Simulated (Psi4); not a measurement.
Noncovalent pair: N2 (SMILES N#N) (first 2 atoms) with CHN (SMILES C#N); geometry from B3LYP-D3(BJ)/def2-TZVP, rigid monomers moved along the line of their centres of mass till N2···H5 is 4.40 Å.
(charge 0, multiplicity 1):
| atom | x (Å) | y (Å) | z (Å) |
|---|---|---|---|
| N | 0.0639 | 0.3230 | -1.0964 |
| N | 0.0305 | 0.1182 | -0.0260 |
| C | -0.1374 | -0.9204 | 5.3415 |
| N | -0.1726 | -1.1387 | 6.4663 |
| H | -0.1045 | -0.7159 | 4.2935 |

These are SAPT0/jun-cc-pV(D+d)Z in Psi4 1.11 values and carry that method's errors.

Question: Give the four SAPT terms and the total, and say what mostly holds the pair together.

Answer: electrostatics -0.8, exchange 0.0, induction -0.1, dispersion -0.2, total -1.0 kJ/mol; the largest attraction is electrostatics.
